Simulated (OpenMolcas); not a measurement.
## Ag4+: moving or changing the point charges

Ag4+ among 4 point charges of -2.5 e arranged as a square (D4h), 2.08 Å from the ion.
```
   2.0800    0.0000    0.0000  -2.50
   0.0000    2.0800    0.0000  -2.50
  -2.0800    0.0000    0.0000  -2.50
   0.0000   -2.0800    0.0000  -2.50
```

```json
{
 "Program": "OpenMolcas 26.06",
 "Method": "CASSCF",
 "Basis": "ANO-RCC-VDZP [6s5p3d1f]",
 "Scalar Hamiltonian": "DKH2, point nucleus",
 "Active space": "7 electrons in 5 orbitals (4d)",
 "State averaging": "2S+1 = 4 even, 10 roots; 2S+1 = 2 even, 40 roots",
 "Spin-orbit coupling": "state interaction with AMFI integrals over the reference wave functions"
}
```

Runs around this geometry, states (labels of D4, the rotations of D4h). Energies in cm-1 above the lowest state or level, χT in cm3 K/mol.

| R (Å) | q (e) | Ground state | First state of that spin | First gap with spin-orbit (degeneracies) | χT at 300 K | First state of another spin |
| --- | --- | --- | --- | --- | --- | --- |
| 2.08 | -1.62 | 4A2 | 4E 916.6 | 508.6 (2, 2) | 4.284 | 2A1 16156 |
| 1.94 | -2.5 | 4E | 4A2 362.3 | 315.1 (2, 2) | 4.151 | 2B2 12061 |
| 2.08 | -2.5 | 4A2 | 4E 195.7 | 437.2 (2, 2) | 4.191 | 2E 14225 |
| 2.25 | -2.5 | 4A2 | 4E 515.1 | 468.9 (2, 2) | 4.278 | 2A1 16027 |

The ground state changes within this set.

Without dynamic correlation the repulsion within the d shell is too large (B by tens of per cent), so at a given field states of lower spin stand too high. Point charges give a weaker field than real ligands, and real ions of this kind are as a rule low spin; the high spin found here belongs to the model. Spin-orbit coupling mixes the spin-free states strongly: the lowest level takes only 58 % from its leading state, 4A2 (figures for R = 2.08, q = -1.62; the like holds for R = 1.94, q = -2.5, R = 2.08, q = -2.5, R = 2.25, q = -2.5). An orbital doublet at a regular site is open to a Jahn-Teller distortion, which this geometry leaves out (holds for R = 1.94, q = -2.5). This shell can be high or low spin here, a state of another spin lies low, and with metal d orbitals alone active their balance is uncertain, so the ground spin may be wrong (holds for R = 1.94, q = -2.5; R = 2.08, q = -2.5). This is an electrostatic model: the charges have no orbitals. No measured value stands beside these numbers.
